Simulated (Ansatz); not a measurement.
Born–Oppenheimer molecular dynamics of F4H3OTa (9 atoms, charge 0, multiplicity 1). It starts at the highest image of a converged band, a first-order saddle point between two minima.

These are results of RKS B3LYP-D4/def2-SVP in Ansatz, not measurements.

```json
{"ensemble": "NVE (velocity Verlet)", "time step": "0.5 fs", "steps asked": "200", "starting velocities drawn for": "100 K", "seed": "9253"}
```

First frame:

```xyz
9
Properties=species:S:1:pos:R:3
Ta -0.029 -0.246 0.116
O 2.068 -0.059 0.279
H 2.480 0.292 1.083
F -0.003 -0.150 2.006
F 0.290 -0.713 -1.678
F -0.295 1.590 -0.159
F -1.719 -1.043 0.134
H 0.949 -1.930 0.437
H 1.740 -1.235 0.435
```

(1) How far do the bonds stretch over the last three quarters of this one trajectory? (Pairs bonded in most of those frames.)

Answers

(1) 
```
  bond  mean (Å)  spread (Å)  shortest  longest
Ta1–O2     2.530       0.111      2.27     2.64
Ta1–F4     1.893       0.002      1.89     1.90
Ta1–F5     1.883       0.019      1.86     1.92
Ta1–F6     1.920       0.049      1.83     1.99
Ta1–F7     1.860       0.015      1.83     1.88
Ta1–H8     1.781       0.024      1.74     1.83
 O2–H3     0.970       0.018      0.94     1.01
 O2–H9     0.972       0.028      0.93     1.02
```

Mean temperature of the second half: 396 K. The conserved energy stayed within 0.12 meV per atom of its start (net change -0.034 meV per atom), so the integration is sound. The kinetic energy rose, since the run started high on the potential surface and went downhill. A run of 0.1 ps of so small a system gives no equilibrium averages. The orbitals stay closed-shell, which can raise the energy where a bond breaks towards radicals; this wasn't checked here.

Time of the run: 7.4 min on 4 threads of Arm Neoverse V1, with other jobs on the host, peak memory 0.29 GiB.
